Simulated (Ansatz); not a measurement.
Calculated with Ansatz (gas phase, PBE0-D4/def2-TZVP geometries, no zero-point term in ΔE). CCSD(T)/CBS adds triple-zeta CCSD(T) − MP2 to the extrapolated MP2 energy (def2 sets, frozen cores). Elements past krypton have def2 core potentials. For Te outer-core shells are correlated without core-valence functions, which leaves a few kJ/mol of doubt a bond. One conformer a species, not always the lowest.

`[SiH3]C(Cl)(Cl)[TeH]` + `CBC=O` → `O=CB[TeH]` + `CC([SiH3])(Cl)Cl`  (redistribution)

```
               species  CCSD(T)/CBS(def2) energy (Eh)
`[SiH3]C(Cl)(Cl)[TeH]`                    -1516.79377
               `CBC=O`                     -179.04425
           `O=CB[TeH]`                     -407.52349
    `CC([SiH3])(Cl)Cl`                    -1288.34619
```

**Question.** Work out ΔE.

**Answer.** ΔE = (-407.52349) + (-1288.34619) − (-1516.79377) − (-179.04425) = -0.03166 Eh = -0.86 eV.

Largest T1 diagnostic among the species: 0.017.

From BLYP to BHLYP (50 % exact exchange), in def2-TZVPP and without D4, ΔE moves by −0.08 eV. At CCSD(T), def2-SVP lies −0.24 eV from the extrapolated value and def2-TZVPP −0.07 eV.
